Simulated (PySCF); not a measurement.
Al2O, SMILES [Al][O][Al] (connectivity only; charge and spin as stated), neutral, multiplicity 1. Atoms are numbered in the order given.

```xyz
3

Al     0.0000     0.0000     1.7067
O      0.0000     0.0000     0.0000
Al     0.0000     0.0000    -1.7067
```

Coordinates come from a r2SCAN-D4/def2-TZVP optimisation.

These are PBE/pcSseg-2 in PySCF values and carry that method's errors.

GIAO shieldings, no solvent; atoms alike by connectivity are averaged. δ = σ(ref) − σ: ¹⁷O against H2O (σ = 327.5 ppm), references at their B3LYP-D3(BJ)/def2-TZVP geometries, non-relativistic.

Question: Estimate the chemical shifts. (An estimate is asked for; the answer gives what the named calculation found.)

Answer: 
| nucleus | atoms | count | δ (ppm) |
|---|---|---|---|
| ¹⁷O | O2 | 1 | 398.1 |
